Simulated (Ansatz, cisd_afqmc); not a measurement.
Species: C, charge 0, triplet.

Total energies in def2-TZVPP, 4 correlated electrons, 1 frozen orbitals. UHF or UKS for unpaired electrons; spin-orbit terms are left out. Correlated methods leave the cores frozen. No relativity. AFQMC/CISD: phaseless, guided by CISD from CCSD amplitudes; bars are statistical, one sigma. Outlying blocks are dropped, and bars are widened where a walk drifts. Over all cases where full CI ran beside it in this data, AFQMC minus full CI had a median of +0.1 mEh and passed +0.4 mEh in a tenth of the cases. Full CI freezes restricted core orbitals and the other rows unrestricted ones, which leaves a small offset even where coupled cluster is exact.

| method | program | energy (Eh) | error against FCI (mEh) |
|---|---|---|---|
| HF | Ansatz | -37.69248 | 88.98 |
| MP2 | Ansatz | -37.75859 | 22.87 |
| CCSD | Ansatz | -37.77900 | 2.46 |
| CCSD(T) | Ansatz | -37.78103 | 0.43 |
| CCSDT(Q) | Ansatz | -37.78154 | -0.08 |
| CCSDTQ | Ansatz | -37.78155 | -0.09 |
| AFQMC/CISD | cisd_afqmc | -37.7814 ± 0.0001 | 0.1 ± 0.1 |
| FCI | Ansatz | -37.78146 | 0.00 |

Ansatz is an electronic-structure program.
